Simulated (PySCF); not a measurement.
NMR data simulated for an unnamed compound:

1H NMR (500 MHz, computed): δ 8.89 (d, 2H), 7.25 (d, 2H), 2.64 (sept, 1H), 1.30 (d, 6H).

13C{1H} NMR (computed): δ 163.9 (C), 156.1 (CH), 126.5 (CH), 40.1 (CH), 26.7 (CH3).

Computational details: shieldings: GIAO PBE0/pcSseg-1, coordinates at the GFN2-xTB level, in PySCF (gas phase, no relativistic terms, rapidly exchanging positions averaged, one computed conformer).

δ = σ(ref) − σ, references computed at the same level: TMS for 1H (σref 31.72) and 13C (σref 186.93).

Q: Which of these does the molecule contain: an NH or NH2 group, a (CH3)2CH unit, a C≡C triple bond, a heteroaromatic ring, a benzene ring?

A: 
- An NH or NH2 group: no.
- A (CH3)2CH unit: yes (δC 26.7, 40.1; δH 1.30 (d), 2.64 (sept)).
- A C≡C triple bond: no.
- A heteroaromatic ring: yes.
- A benzene ring: no.

The data belong to `CC(C)c1ccncc1`, C8H11N; they needn't prove each group on their own.

Carbon signals by region: 1 in the far downfield region (above 160 ppm), 2 in the sp2 and nitrile region (100–160 ppm), 2 below 50 ppm. Above 160 ppm: 163.9, substituted aromatic carbon.

Shifts are as computed. Against solution values, carbons near 30 ppm lie about +3 ppm off and those near 130 ppm about +5 ppm. Of 1211 compounds with measured shifts, 218 miss one by over three times the rms of a fit or turn the order of signals round; such compounds aren't used in these exercises. Multiplicities follow the n + 1 count of equivalent neighbours, as no J values were calculated; m marks all less simple cases, F and P coupling included.
